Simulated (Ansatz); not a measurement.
`[OH][Ge]([F])([F])[F]` → F₂ + `[OH][Ge][F]` at 700 K and 1 bar (germylene formation by 1,1-elimination).

Calculated with Ansatz (gas phase, PBE0-D4/def2-TZVP geometries, no zero-point term in ΔE). CCSD(T)/CBS adds triple-zeta CCSD(T) − MP2 to the extrapolated MP2 energy (def2 sets, frozen cores). This one scheme is used for every species. For Ge outer-core shells are correlated without core-valence functions, which leaves a few kJ/mol of doubt a bond. Scalar relativity is left out up to krypton. Each species was taken in one conformer, which may not be the lowest.

```json
{"species": "`[OH][Ge]([F])([F])[F]`", "CCSD(T)/CBS energy (Eh)": "-2451.40975", "H − E (kJ/mol)": "117.5", "S (J/(mol·K))": "430.4"}
{"species": "F₂", "CCSD(T)/CBS energy (Eh)": "-199.39789", "H − E (kJ/mol)": "28.5", "S (J/(mol·K))": "229.6"}
{"species": "`[OH][Ge][F]`", "CCSD(T)/CBS energy (Eh)": "-2251.74560", "H − E (kJ/mol)": "79.1", "S (J/(mol·K))": "334.9"}
```

H − E and S are ideal-gas, rigid-rotor, harmonic terms from PBE0-D4/def2-TZVP, for one conformer and one mirror image of each species. 1 Eh = 2625.50 kJ/mol, R = 8.31446 J/(mol·K).

Question: By hand: ΔE, ΔH, ΔS and ΔG.

Answer: ΔE = (-199.39789) + (-2251.74560) − (-2451.40975) = 0.26626 Eh = 699.1 kJ/mol. Δ(H − E) = 28.5 + 79.1 − 117.5 = -9.9, so ΔH = 689.2 kJ/mol. ΔS = 229.6 + 334.9 − 430.4 = 134.1 J/(mol·K). ΔG = 689.2 − 700 × (134.1)/1000 = 595.3 kJ/mol.

Question: By hand: the equilibrium constant, and the temperature at which ΔG would vanish if ΔH and ΔS stayed fixed.

Answer: log₁₀ K = −ΔG/(RT ln 10) = -44.4. ΔG = 0 at ΔH/ΔS = 5139 K, far beyond where these terms or the molecules hold.

The number of gas molecules changes by +1, which sets the sign of ΔS. A doubt of 5 kJ/mol in ΔE shifts log₁₀ K by 0.4 here. Other conformers and mirror images would add mixing entropy, several J/(mol·K) or more a flexible species. These are equilibria of isolated gas molecules and say nothing of rates. Largest T1 diagnostic: 0.015 (customary marks: 0.02 for closed shells, 0.045 for open ones).
